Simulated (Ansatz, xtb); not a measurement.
## Relative energy of two isomers of C4H4N2O

We compare X, `O=Cn1cccn1`, a singlet, with Y, `[H]/N=C\c1cnco1`, a singlet. Both are isolated molecules in the gas phase, relaxed with PBE0-D3(BJ)/def2-SVP, each in the lowest conformer that the search found.

Task: Estimate E(Y) − E(X) at the level CCSD(T)/def2-SVP + ΔMP2/def2-TZVPP.

Result: Calculated at CCSD(T)/def2-SVP + ΔMP2/def2-TZVPP: E(Y) − E(X) = +7.0 kcal/mol, so structure X lies lower.

The same difference at several levels:

```tsv
level	geometry	E(Y) − E(X) (kcal/mol)	departure from the last row (kcal/mol)	job, with rough time for the two
GFN2-xTB	GFN2-xTB	+8.8	+1.8	optimisation, 0.1 s
HF/STO-3G	GFN2-xTB	+3.5	−3.5	single point, 0.28 s
r2SCAN-D4/def2-SVP	GFN2-xTB	+11.2	+4.2	single point, 2 s
PBE0-D3(BJ)/def2-SVP	PBE0-D3(BJ)/def2-SVP	+11.5	+4.6	optimisation, 22 s
HF/def2-SVP	PBE0-D3(BJ)/def2-SVP	+10.2	+3.2	part of the CCSD(T) run
MP2/def2-SVP	PBE0-D3(BJ)/def2-SVP	+12.2	+5.2	part of the CCSD(T) run
CCSD(T)/def2-SVP	PBE0-D3(BJ)/def2-SVP	+9.8	+2.9	single point
CCSD(T)/def2-SVP + ΔMP2/def2-TZVPP	PBE0-D3(BJ)/def2-SVP	+7.0		single point, 27 s
```

As drawn, Y has 1 N–H, 1 C=N, 1 C–C, 2 C∷O in place of 1 C=O, 1 C–N, 1 C∷C, 1 N∷N, 1 C–H (∷ is an aromatic bond).

The levels shown agree on the order. The largest departure from CCSD(T)/def2-SVP + ΔMP2/def2-TZVPP is that of MP2/def2-SVP, 5.2 kcal/mol. The last row adds to CCSD(T) the change of the MP2 difference between the two basis sets, here −2.9 kcal/mol.

With thermal terms from frequencies at re-optimised GFN2-xTB minima (ideal gas, soft modes damped towards free rotors, one conformer each, 298.15 K, 1 atm): on the last row, ΔE + ΔZPE = +7.0, ΔH = +7.1, ΔG = +6.8 kcal/mol.

The correlated steps freeze 7 core orbitals. Programs: Ansatz 0.2.0, xtb 6.7.1; the last row on 2 threads of AMD EPYC 9R45 96-Core Processor (Zen 5) on a shared host.
